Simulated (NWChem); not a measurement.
C₂H₄F₂OSi; SMILES F[Si]1(F)OCC1

```xyz
10

F      0.0126     1.4005    -1.2843
Si    -0.0287     0.4097     0.0000
F      0.0126     1.4005     1.2843
C     -1.1804    -1.0573     0.0000
C      0.1618    -1.8464     0.0000
O      1.1619    -0.7711     0.0000
H     -1.8022    -1.2002    -0.9039
H     -1.8022    -1.2002     0.9039
H      0.2977    -2.4772     0.9036
H      0.2977    -2.4772    -0.9036
```
Atoms are numbered in this order, from 1.

Results from NWChem. Pople sets run with spherical d functions. Structure relaxed at the PBE-D3(BJ)/def2-SVP level. Total energies compare along this basis series because the functional is fixed.

```
level            basis functions  energy (Ha)  highest occupied level (eV)  orbital gap (eV)  dipole (D)
---------------  ---------------  -----------  ---------------------------  ----------------  ----------
PBE0/STO-3G                   38    -634.4082                        -4.19             10.20        1.50
PBE0/3-21G                    66    -639.2157                          ___              9.66        3.46
PBE0/6-31G*                   96    -642.6637                        -8.58              9.87        3.17
PBE0/6-31+G*                 120    -642.6836                        -8.88              8.79        3.44
PBE0/6-311G**                140    -642.7862                        -8.80              9.67        3.37
PBE0/6-311++G**              168    -642.7958                        -8.94              8.68        3.50
```

Problem. Fill in the missing entries.

Solution. 
- PBE0/3-21G, highest occupied level (eV): -8.30
